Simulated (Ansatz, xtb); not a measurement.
**C3H6GeO3: which of two isomers lies lower**

We compare a, `O=[CH][GeH]1[O]CC[O]1`, a singlet, with b, `C=C([O][GeH3])C(=O)O`, a singlet. Both are isolated molecules in the gas phase, relaxed with PBE0-D3(BJ)/def2-SVP, each in the lowest conformer that the search found.

Energies in hartree; the thermal terms are from GFN2-xTB frequencies at re-optimised GFN2-xTB minima (ideal gas, soft modes damped towards free rotors, one conformer each, 298.15 K, 1 atm) and include the zero-point energy:

|  | a | b |
| --- | --- | --- |
| E, CCSD(T)/def2-SVP | −2417.758065 | −2417.774718 |
| E, MP2/def2-SVP | −2417.684733 | −2417.700831 |
| E, MP2/def2-TZVPP | −2418.629705 | −2418.633834 |
| zero-point energy | 0.085563 | 0.081155 |
| H(298 K) − E | 0.095207 | 0.090538 |
| G(298 K) − E | 0.051196 | 0.047507 |

Correct the CCSD(T) difference for the basis set by the MP2 change, then work out ΔE, ΔE₀, ΔH and ΔG for a → b in kJ/mol (1 Eh = 2625.50 kJ/mol) and the equilibrium ratio [b]/[a].

1. Differences b − a: CCSD(T) −0.016653, MP2 in the small set −0.016098, MP2 in the large set −0.004129 Eh.
2. ΔE = −0.016653 + (−0.004129 − (−0.016098)) = −0.004684 Eh = −12.30 kJ/mol.
3. ΔE₀ = ΔE + ΔZPE = −0.004684 + (−0.004408) Eh = −23.87 kJ/mol.
4. ΔH = ΔE + (−0.004669) Eh = −24.56 kJ/mol.
5. ΔG = ΔE + (−0.003689) Eh = −21.98 kJ/mol, so ΔS = (ΔH − ΔG)/T = −8.6 J/(mol K).
6. kT = 0.9442 mEh, so K = [b]/[a] = exp(−ΔG/kT) = exp(+8.87) ≈ 7.1 × 10^3.

Structure b is favoured at this temperature. An error of 4 kJ/mol in ΔG would change K by a factor of 5. The basis-set step is large, which makes the value less sure. HF/STO-3G gave ΔE the other sign. Mirror images and further conformers aren't counted.

As drawn, b has 1 C=C, 2 Ge–H, 1 O–H in place of 1 C–Ge, 1 Ge–O, 3 C–H. Structure a has a 5-membered ring, b no ring.

Other levels gave ΔE = −61.3 (GFN2-xTB); +132.8 (HF/STO-3G, GFN2-xTB geometries); −54.8 (r2SCAN-D4/def2-SVP, GFN2-xTB geometries); −45.3 (PBE0-D3(BJ)/def2-SVP); −44.9 (HF/def2-SVP); −42.3 (MP2/def2-SVP); −43.7 (CCSD(T)/def2-SVP) kJ/mol. The correlated steps freeze 15 core orbitals; the filled d shell of Ge is correlated, in a basis made for valence electrons. Programs: Ansatz 0.2.0, xtb 6.7.1.
